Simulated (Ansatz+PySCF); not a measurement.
Results of a calculation; reference values are marked as such.
## Several solutions for singlet Li(-)

A single Li atom.

Basis set: aug-cc-pVDZ (spherical functions). Charge -1, multiplicity 1.

UHF was run from several starts with Ansatz (development build ahead of 0.2.0) and PySCF 2.14.0.

| run | program | start | converged | energy (hartree) | <S²> |
| --- | --- | --- | --- | --- | --- |
| A | PySCF | guess atom, instabilities followed | yes | -7.43044 | 0.53 |
| B | PySCF | guess huckel, instabilities followed | yes | -7.43044 | 0.53 |
| C | PySCF | guess minao, instabilities followed | yes | -7.43044 | 0.53 |
| D | Ansatz | stability test followed | yes | -7.43044 | 0.53 |
| E | Ansatz | search for the lowest state | yes | -7.43044 | 0.53 |
| F | PySCF | program defaults | yes | -7.42739 | 0.00 |
| G | PySCF | guess 1e, instabilities followed | yes | -7.43044 | 0.53 |
| H | Ansatz | atomic start, no search | yes | -7.42739 | 0.00 |

(1) Which runs reached the lowest solution of this kind, and what is wrong with the others?

Results:

(1) A, B, C, D, E, G reached the lowest solution found. Converged but too high: F by 0.08 eV, H by 0.08 eV. Convergence only shows a stationary point, and even a stable one can lie too high; stability tests and further starts are what find lower ones. Caution: the unrestricted determinant is spin contaminated.
